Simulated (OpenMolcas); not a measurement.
# How basis sets differ on CHClFNOSi (SMILES O=C=N[SiH](F)Cl)

CHClFNOSi: 7 atoms, total charge 0, spin state singlet. As SMILES, `O=C=N[SiH](F)Cl`. The coordinates come from a PBE0-D4/def2-TZVP relaxation. This is one conformer, not always the lowest.

```xyz
7

O     0.8152   -2.3575    1.6587
C     0.5122   -1.5597    0.8746
N     0.1993   -0.7710    0.0283
Si   -0.2742    0.7220   -0.5967
F     0.9177    1.2927   -1.4644
Cl   -0.6529    2.0336    0.9040
H    -1.4561    0.5717   -1.4502
```

Quantity: the dipole moment, in D. The values are calculated.

| level | kind | program | value (D) | CPU time |
| --- | --- | --- | --- | --- |
| HF/ANO-L-MB | Hartree–Fock | OpenMolcas | 2.16 | 6 s |
| HF/ANO-RCC-MB (DKH2) | Hartree–Fock | OpenMolcas | 2.48 | 4.7 s |
| HF/STO-3G | Hartree–Fock | OpenMolcas | 2.20 | 6.2 s |
| HF/3-21G | Hartree–Fock | OpenMolcas | 1.94 | 8 s |
| HF/6-31G* (spherical functions) | Hartree–Fock | OpenMolcas | 1.50 | 14 s |

The values span 1.50 to 2.48 D. Magnitudes only. Sets without polarisation functions give poor dipoles. Times are those of the runs behind each value, whatever else they computed, on shared processors of several kinds: orders of magnitude only.
